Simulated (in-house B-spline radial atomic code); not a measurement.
**RPA and G0W0 on HSE06: Ti4+**

Configuration [Ne] 3s2 3p6, mean-field start HSE06. Computed with a B-spline radial code for spherical atoms: all electrons, non-relativistic, point nucleus, each spin shell either full or empty, empty states to l = 9 with an (l + 1/2)⁻⁴ tail; G0W0 by contour deformation at full frequency.

Command:
```bash
python run_gw.py task.json out
```
Settings (radii: box in bohr, nucleus in fm):
```
Z                        22
electrons                18
configuration            [Ne] 3s2 3p6
hamiltonian              nr
method                   hse06
lmax                     9
spin_polarised           False
box_radius               11.96
intervals                49
```

Time taken, with all properties: 1.5 s on 1 thread of Arm Neoverse N1, with other jobs on the host.

Energies (hartree):

```json
{"term": "mean-field total", "value": "-845.80096"}
{"term": "Hartree-Fock functional on these orbitals", "value": "-845.18497"}
{"term": "direct second order", "value": "-1.3303"}
{"term": "second-order exchange", "value": "0.44615"}
{"term": "SOSEX correction", "value": "0.40793"}
```

Problem. What is the RPA correlation energy, and what remains with SOSEX?

Solution. RPA gives -1.1666 hartree (-1.76 eV per electron); RPA + SOSEX gives -0.75866, and the second-order doubles -0.88414 hartree (no singles). RPA lacks exchange-type terms and so overcorrelates at short range.

Quasi-particle levels (eV):

```csv
level,occupied,mean field,Σx - vxc,Σc,QP weight,G0W0
3p,yes,-91.75,-7.44,?,?,?
3d,no,-50.38,9.32,-2.84,0.966,-43.90
```

G0W0 = mean field + (Σx - vxc) + Σc, with Σc (partial-wave tail included) taken at the quasi-particle energy. Only the outer levels were computed. Levels of low weight are left out.

Problem. Where does G0W0 put 3p?

Solution. At -99.45 eV, with Σc = -0.26 eV and a quasi-particle weight of 0.951. The tabulated removal energy is 99.299 ± 0.012 eV (NIST, measured); the calculation leaves out relativity, Breit and QED terms, and what these don't explain is the method's own error.
